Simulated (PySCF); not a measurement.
A structure optimised at PBE-D3(BJ)/def2-TZVP, used in a PySCF frequency run:

```xyz
3

Hf     0.0000     0.0000    -0.1965
O      0.0000    -1.4334     0.8843
O      0.0000     1.4334     0.8843
```
Charge 0, spin multiplicity 1.

Task: Write its SMILES, formula and point group.

Result: [O]=[Hf]=[O], HfO2, C2v

Task: What are its rotational constants (standard atomic weights)?

Result: 15.943, 7.6871, 5.1864 GHz
